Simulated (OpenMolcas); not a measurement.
**A ladder of methods for BGeH3Cl2 (SMILES Cl[B](Cl)[GeH3])**

BGeH3Cl2 has 7 atoms, charge 0, and is taken as a singlet. SMILES: `Cl[B](Cl)[GeH3]`. The coordinates come from a PBE0-D4/def2-TZVP relaxation.

```xyz
7

Cl    1.7495   -1.4282    1.2087
B     0.2064   -1.0219    0.5115
Cl   -1.0824   -2.1918    0.6047
Ge   -0.1231    0.7985   -0.4122
H    -0.5562    0.5606   -1.8683
H    -1.2661    1.5343    0.3067
H     1.1333    1.6805   -0.3967
```

Each level gives the energy change with the B2–Cl3 bond stretched from 1.743 to 3.138 Å (eV). The values are calculated.

| level | kind | program | value (eV) | less CCSD(T)/cc-pVDZ | CPU time (all runs) |
| --- | --- | --- | --- | --- | --- |
| HF/cc-pVDZ (unrestricted) | Hartree–Fock | OpenMolcas | 3.53 | -0.31 | 18 s |
| SVWN5/cc-pVDZ (restricted) | LDA | OpenMolcas | 3.93 | +0.09 | 34 s |
| BLYP/cc-pVDZ (restricted) | GGA | OpenMolcas | 3.25 | -0.59 | 51 s |
| PBE/cc-pVDZ (restricted) | GGA | OpenMolcas | 3.55 | -0.29 | 52 s |
| M06-L/cc-pVDZ (restricted) | meta-GGA | OpenMolcas | 3.68 | -0.16 | 65 s |
| B3LYP/cc-pVDZ (restricted) | global hybrid | OpenMolcas | 3.65 | -0.19 | 45 s |
| M06-2X/cc-pVDZ (restricted) | hybrid meta-GGA | OpenMolcas | 4.11 | +0.27 | 62 s |
| B2PLYP/cc-pVDZ (restricted) | double hybrid | OpenMolcas | 3.83 | -0.01 | 37 s |
| MP2/cc-pVDZ (restricted) | perturbation theory | OpenMolcas | 4.22 | +0.38 | 12 s |
| CCSD(T)/cc-pVDZ (restricted) | coupled cluster or CI | OpenMolcas | 3.84 | 0.00 | 1.7 min |

Differences are taken from CCSD(T)/cc-pVDZ (restricted) for orientation; it has basis-set and higher-order errors of its own. At this stretch a single reference begins to fail. All-electron rows without a relativistic Hamiltonian named are non-relativistic. The first shape isn't each level's own minimum. The values span 3.25 to 4.22 eV. Spin contamination of the reference (⟨S²⟩ at least 0.1 too high) touches HF/cc-pVDZ. In the correlated wave-function rows the outer d shell of Ge is correlated, in sets not made for it. CPU times are rough (shared hosts, several kinds of processor and program).
